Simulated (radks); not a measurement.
O3+, configuration [He] 2s2 2p0.5 3p0.5 (fractional occupations, a model configuration).

Calculated with a radial shooting solver on a logarithmic mesh with Libxc functionals: non-relativistic Kohn-Sham, LDA (Slater exchange, Perdew-Wang correlation), spin-polarised, spherical densities, point nucleus; open shells are filled with parallel spins first.

Energy parts (hartree):
part                      energy
total                  -69.81468
kinetic                 69.58141
electron-nucleus      -153.67263
Hartree                 20.20043
exchange-correlation    -5.92389

Orbitals (lengths in bohr, moments of r in powers of bohr; <r^-3> diverges for s and p1/2; r(90%) holds 90 % of the orbital's charge):
1s up: occ. 1; eigenvalue (hartree) -21.77662; <r^2> 0.05415; r(90%) 0.359; <r^4> 0.007635
1s down: occ. 1; eigenvalue (hartree) -21.74699; <r^2> 0.05399; r(90%) 0.358; <r^4> 0.007584
2s up: occ. 1; eigenvalue (hartree) -3.14148; <r^2> 1.087; r(90%) 1.49; <r^4> 2.060
2s down: occ. 1; eigenvalue (hartree) -3.07842; <r^2> 1.098; r(90%) 1.50; <r^4> 2.099
2p up: occ. 0.5; eigenvalue (hartree) -2.64625; <r^2> 0.9665; r(90%) 1.45; <r^4> 1.881; <r^-3> 9.095
2p down: occ. 0; eigenvalue (hartree) -2.57579; <r^2> 0.9826; r(90%) 1.47; <r^4> 1.943; <r^-3> 8.961
3s up: occ. 0; eigenvalue (hartree) -1.01607; <r^2> 7.620; r(90%) 3.77; <r^4> 85.52
3s down: occ. 0; eigenvalue (hartree) -0.96864; <r^2> 7.822; r(90%) 3.83; <r^4> 90.94
3p up: occ. 0.5; eigenvalue (hartree) -0.88898; <r^2> 8.159; r(90%) 3.94; <r^4> 101.0; <r^-3> 1.721
3p down: occ. 0; eigenvalue (hartree) -0.84236; <r^2> 8.465; r(90%) 4.03; <r^4> 109.8; <r^-3> 1.689
3d up: occ. 0; eigenvalue (hartree) -0.75145; <r^2> 7.355; r(90%) 3.86; <r^4> 90.21; <r^-3> 0.2084
3d down: occ. 0; eigenvalue (hartree) -0.70871; <r^2> 7.642; r(90%) 3.95; <r^4> 99.08; <r^-3> 0.2026

The highest occupied level is 3p up at -24.190 eV. The configuration is held as typed, so some empty levels lie below it. Virial ratio -V/T = 2.00335. The electron density at the nucleus is 316.4 e/bohr^3. The density falls to 0.001 e/bohr^3 at r = 3.37 bohr. The spin density at the nucleus is -0.0798 e/bohr^3 (1s -0.2894, 2s 0.2096), a Fermi contact field of -4.18 T. Spin moment in Bohr magnetons: 1.
